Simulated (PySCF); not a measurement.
Spin-rotation constants: `C#C[C-](F)[SH](=O)=O`, [C$_{3}$H$_{2}$FO$_{2}$S]-, charge -1

Geometry (Å), atoms numbered from 1 in this order:
```xyz
9

C     2.300    0.050   -0.312
C     1.169    0.470   -0.283
C    -0.060    1.129   -0.153
F    -0.578    1.594   -1.393
S    -1.253    0.045    0.503
O    -2.567    0.653    0.576
O    -0.765   -0.560    1.728
H     3.269   -0.355   -0.323
H    -1.500   -1.127   -0.368
```

Total charge -1.

The calculation used PySCF, GIAO B97-2/aug-pcSseg-1 magnetisability, rotational g tensor and spin-rotation constants, non-relativistic, gas phase. Geometry: GFN2-xTB.

For an ion the centre-of-mass motion in the field is neglected.

Q: Give the nuclear spin-rotation constants along the inertial axes (H = +C I·J) beside the isotropic shieldings.

A: Rotational constants 3.7282, 1.9399, 1.3244 GHz. A star marks the isotopologue with that one atom substituted, in its own axes.
```
atom  isotope  Caa (kHz)  Cbb (kHz)  Ccc (kHz)  mean (kHz)  σ (ppm)
  F4      19F     -1.792      1.572      1.211       0.331    402.6
  H8       1H      0.144     -0.095     -0.138      -0.030     27.3
  H9       1H     -0.159     -0.083      0.138      -0.035     20.4
  C1     13C*      0.980      0.424      0.411       0.605     89.5
  C2     13C*      0.416      0.584      0.501       0.501     91.1
  C3     13C*      1.665      0.590      0.337       0.864     44.1
  S5     33S*      1.462      0.780      0.590       0.944    165.6
  O6     17O*     -1.068     -0.484     -0.250      -0.601    104.6
```
For the geometry as given, no vibrational averaging.

Q: How do the rotational constants and the g tensor change when H8, H9 are replaced by deuterium?

A: Constants 3.6016, 1.8222, 1.2714 GHz; g -0.0719, -0.0335, -0.0291, against -0.0740, -0.0357, -0.0303 before.
